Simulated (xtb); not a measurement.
OSn, SMILES [O]=[Sn] (connectivity only; charge and spin as stated), neutral, multiplicity 1. All values are semi-empirical tight-binding results from xtb (GFN2-xTB unless named), good for trends rather than for accurate numbers. Geometry optimised at GFN2-xTB.

For metal compounds this method's bond lengths and energies can be far off.

```
Property                      Result
---------------------------  -------
point group as xtb finds it      C∞v
orbital gap                  4.00 eV
```
